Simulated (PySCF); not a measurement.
Two species compared at the same levels of theory.

First species: C6H11F3.
SMILES: `FC(CC(C)(C)C)(F)F`

Second species: C6H14OSi.
Z-matrix (Å and degrees, GFN2-xTB geometry), rows numbered from 1:
```
C 
C   1  1.3213
O   2  1.3467  1  122.24
Si  3  1.6271  2  130.25  1  -179.97
C   4  1.9056  3  103.70  2   179.91
C   5  1.5299  4  110.71  3    60.49
C   5  1.5299  4  110.71  3   -60.44
C   5  1.5267  4  108.71  3  -179.97
H   1  1.0753  2  121.05  3    -0.09
H   1  1.0731  2  121.19  3  -179.97
H   2  1.0835  1  122.22  3  -179.98
H   4  1.4673  3  110.37  2   -60.22
H   4  1.4674  3  110.37  2    60.02
H   6  1.0904  5  110.48  4   179.04
H   6  1.0884  5  110.79  4    59.21
H   6  1.0876  5  110.65  4   -61.04
H   7  1.0904  5  110.48  4  -179.09
H   7  1.0884  5  110.80  4   -59.26
H   7  1.0876  5  110.63  4    60.98
H   8  1.0875  5  110.79  4    60.00
H   8  1.0899  5  110.56  4  -179.99
H   8  1.0875  5  110.83  4   -59.96
```

Levels: PBE0/pcSseg-1 for dipole moment, HOMO energy, LUMO energy and HOMO–LUMO gap; GFN2-xTB for rotational constant A and rotational constant C. Geometries: GFN2-xTB. Each species is one conformer at its optimised geometry, gas phase, non-relativistic unless stated. Electronic properties by PySCF.

The conformers computed, where there is a choice (atom-mapped SMILES and torsion angles):
- `[CH3:1][C:2]([CH3:3])([CH3:4])[CH2:5][C:6]([F:7])([F:8])[F:9]`: C1–C2–C5–C6 61°, C2–C5–C6–F7 180°
- `[CH2:1]=[CH:2][O:3][SiH2:4][C:5]([CH3:6])([CH3:7])[CH3:8]`: C1–C2–O3–Si4 180°, C2–O3–Si4–C5 180°, O3–Si4–C5–C6 60°

(1) Which of the two has the higher rotational constant A, and by how much?

(2) Which of the two has the higher HOMO–LUMO gap, and by how much?

(3) Which of the two has the higher HOMO energy, and by how much?

(4) Which has the higher dipole moment?

(5) Which has the higher LUMO energy?

(6) Which has the higher rotational constant C?

Answers

(1) The second: 3.323 GHz against 2.602 GHz, a difference of 0.721 GHz.

(2) The first: 10.47 eV against 7.52 eV, a difference of 2.95 eV.

(3) The second: -6.86 eV against -9.36 eV, a difference of 2.50 eV.

(4) The first: 2.47 D against 0.73 D, a difference of 1.74 D.

(5) The first: 1.11 eV against 0.66 eV, a difference of 0.45 eV.

(6) The first: 1.035 GHz against 0.830 GHz, a difference of 0.205 GHz.

On the first: A dipole of 2.47 D is allowed in Cs, and pure rotational transitions are dipole-allowed. The dipole equals about 8.2 × 10⁻³⁰ C·m (1 D = 3.33564 × 10⁻³⁰ C·m). GFN2-xTB frequencies show an imaginary mode (28i cm⁻¹), so this geometry is no minimum at that level.

On the second: The dipole equals about 2.4 × 10⁻³⁰ C·m (1 D = 3.33564 × 10⁻³⁰ C·m).
